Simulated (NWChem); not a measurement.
System: CH$_{5}$FOSi; SMILES CO[SiH2]F

Input file for NWChem:

```
start job
memory heap 200 mb stack 900 mb global 1100 mb
geometry units angstroms noautosym nocenter noautoz
  Si    -0.511511     0.649661    -0.040011
  F      0.803593     1.583761    -0.002205
  O     -0.207182    -0.848160     0.561851
  C      0.531743    -1.848786    -0.130019
  H     -0.927037     0.552115    -1.463819
  H     -1.538142     1.249014     0.836080
  H      1.607694    -1.718728     0.035714
  H      0.230821    -2.825014     0.260344
  H      0.333399    -1.826191    -1.210574
end
basis spherical
  * library 6-31g*
end
dft
  xc m05-2x
  iterations 150
end
cosmo
  do_cosmo_smd true
  solvent cychexon
end
task dft energy
```

The geometry was optimised at B3LYP/6-31G* (spherical d). Solvent: cyclohexanone.

Level: M05-2X/6-31G* with SMD (1 M gas to 1 M solution), gas-phase geometry. Reactions with the solvent are ignored.

Give the results of this calculation. (M05-2X/6-31G* (spherical d), SMD on the gas-phase geometry.) Quantities: solvation free energy (kcal/mol); cavity-dispersion-structure term (kcal/mol); dipole in solution (D).


| Item | Value |
|---|---|
| solvation free energy (kcal/mol) | -2.1 |
| cavity-dispersion-structure term (kcal/mol) | 0.7 |
| dipole in solution (D) | 2.07 |
